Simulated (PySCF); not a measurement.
# Ionisation energy of Cu by level of theory

Cu [Ar] 3d10 4s1 (2S) → Cu⁺ [Ar] 3d10 (1S), as a difference of total energies. Computed with PySCF 2.14 in def2-TZVPPD, with the non-relativistic Hamiltonian (point nucleus). Correlated levels: valence: [Ar] frozen; valence and next inner shell: [Ne] frozen. The calculations carry no spin-orbit coupling.

| method | ionisation energy (eV) | difference from reference (eV) |
| --- | --- | --- |
| UHF | 6.441 | -1.285 |
| LDA | 8.405 | +0.679 |
| PBE | 8.160 | +0.434 |
| PBE0 | 7.771 | +0.045 |
| r2SCAN | 8.039 | +0.313 |
| MN15 | 7.686 | -0.040 |
| PBEsol | 8.153 | +0.427 |
| TPSSh | 7.805 | +0.079 |
| BP86 | 8.325 | +0.599 |
| MP2 (valence) | 7.292 | -0.434 |
| SCS-MP2 (valence) | 7.155 | -0.571 |
| MP2 (valence and next inner shell) | 7.370 | -0.356 |
| SCS-MP2 (valence and next inner shell) | 7.204 | -0.522 |

Reference: 7.726 eV (measured; NIST Atomic Spectra Database, ionization energies).

These non-relativistic numbers lack the scalar-relativistic shift.

Errors of the correlated levels include the incompleteness of this basis and the frozen core.
